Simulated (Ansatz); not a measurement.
**Question.** Name a neutral molecule of C, Cl, F, O, Si and H with HOMO–LUMO gap (PBE/def2-TZVPP) between 7.20 and 7.50 eV and LUMO energy (B3LYP/def2-TZVPP) between -0.20 and 0.10 eV (Ansatz, PBE0-D4/def2-TZVP geometry).

**Answer.** `FC(F)(F)O[SiH](Cl)Cl` (7.46 eV, -0.15 eV). Other molecules can fit too; these were computed, each in one conformer that needn't be the lowest.

B3LYP here is the variant with VWN-RPA as its local correlation; programs differ in this.
